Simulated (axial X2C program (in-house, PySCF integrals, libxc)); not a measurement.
## LiV⁺: from the spin-free to the two-component result

All values were computed with an in-house all-electron X2C program for linear molecules (integrals from PySCF). Spin-free means the one-electron spin-free X2C Hamiltonian; two-component (2c) means X2C with spin–orbit coupling and atomic mean-field two-electron Coulomb and Gaunt terms, so the difference of the two also holds small scalar two-electron terms. Basis: V dyall-cv3z [10s10p6d4f2g], Li dyall-cv3z [7s8p2d] (cores contracted in-house); Gaussian nuclei, density fitting, unrestricted open shells. Masses: V 50.944 u, Li 7.016 u.

Spin-free state: M_S = 5/2, Λ = 2 (beyond evenly filled blocks: 2 × σα, π+α, π-α, δ+α); fragments V + Li+.

| level | Re (Å) | ωe (cm⁻¹) | μ (D) |
| --- | --- | --- | --- |
| PBE0 | 2.867 | 224.7 | 6.35 |
| HF | 3.002 | 216.5 | 6.05 |
| MP2 | 2.899 | 234.4 | n/a |
| CCSD | 2.901 | 234.8 | n/a |
| CCSD(T) | 2.895 | 236.4 | n/a |
| TPSSh | 2.866 | 222.7 | 6.33 |

Correlated methods: 5 electrons correlated (number of frozen shells: V 3 s, 2 p; Li 1 s), 255 virtual spin orbitals or spinors in MP2, 45 natural virtuals in coupled cluster.

Dipoles are positive if Li is the positive end and refer to the centre of mass.

Two-component determinant lowest at the distance of the search:

Ω = 1/2 (⟨Sz⟩ = 2.50, ⟨Lz⟩ = -2.00 at HF); fragments V + Li+.

| level | Re (Å) | ωe (cm⁻¹) | μ (D) |
| --- | --- | --- | --- |
| PBE0 | 2.867 | 224.7 | 6.35 |
| HF | 3.002 | 216.4 | 6.05 |
| MP2 | 2.900 | 234.3 | n/a |
| CCSD | 2.902 | 234.7 | n/a |
| CCSD(T) | 2.895 | 236.3 | n/a |
| TPSSh | 2.866 | 222.7 | 6.33 |

(1) From the two tables, how do the constants change at the CCSD(T) level (2c against spin-free)?

One determinant describes the state; a PBE0 search over occupations chose it and may have missed a lower one. De is not given where an atomic determinant may have missed its ground term or J level, or where the truncated virtual space spoils (T). Density functionals use the spin component along the axis (collinear). CCSD and (T) use frozen natural virtuals with an MP2 correction for the truncation; (T) itself is uncorrected, so its De runs slightly low. PBE0 can misorder states that lie within some tenths of an eV, so this need not be the ground state of the molecule. The nearest other spin-free determinant of the search, M_S = 5/2, Λ = 0, lies 0.03 eV up at the distance of the search. The functionals have no current-density term, which raises determinants with orbital currents, atoms included. With several unpaired electrons one determinant need not be a pure state. The outer-core s and p shells of the metal are frozen in the correlated rows, which leaves out core–valence correlation; for alkali and alkaline-earth bonds that tends to lengthen them.

Results:

(1) At the CCSD(T) level Re is unchanged within 0.001 Å and ωe stays the same within 0.2 cm⁻¹.
